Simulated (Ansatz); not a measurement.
Compare A (`[CH2]1[AlH][O][SiH2][SiH2]1`) with its isomer B (`O=C[SiH2][SiH2][AlH2]`).

Isolated molecules relaxed with PBE0-D4/def2-TZVP in Ansatz; ΔE leaves out vibrations. CBS: MP2 limit from def2 TZ/QZ plus the TZ coupled-cluster correction, frozen cores. Functionals use def2-TZVPP. B3LYP here is the variant with VWN-RPA as its local correlation; programs differ in this. Each species was taken in one conformer, which may not be the lowest.

(1) Which is lower in electronic energy at CCSD(T)/CBS, and by how much? (Best estimate.)

(2) Give E(B) − E(A) in kJ/mol with ωB97M-V, r2SCAN-D4, B2PLYP, CCSD(T)/def2-TZVPP, MP2/def2-TZVPP, PBE-D4, B3LYP. (Estimate.)

Largest T1 diagnostic: 0.016.

## Answers

(1) Ansatz gave: A, by 421.8 kJ/mol.

(2) The calculation gave: ωB97M-V 423.8, r2SCAN-D4 413.8, B2PLYP 410.5, CCSD(T)/def2-TZVPP 413.0, MP2/def2-TZVPP 442.0, PBE-D4 378.5, B3LYP 390.7. None reverses the order clearly.

From PBE to PBE0 (25 % exact exchange), in def2-TZVPP and without D4, E(B) − E(A) moves by +26.6 kJ/mol. In def2-TZVPP, CCSD(T) changes the Hartree–Fock value by +11.5 kJ/mol (the triples alone add −2.6 kJ/mol) and MP2 by +40.6 kJ/mol.
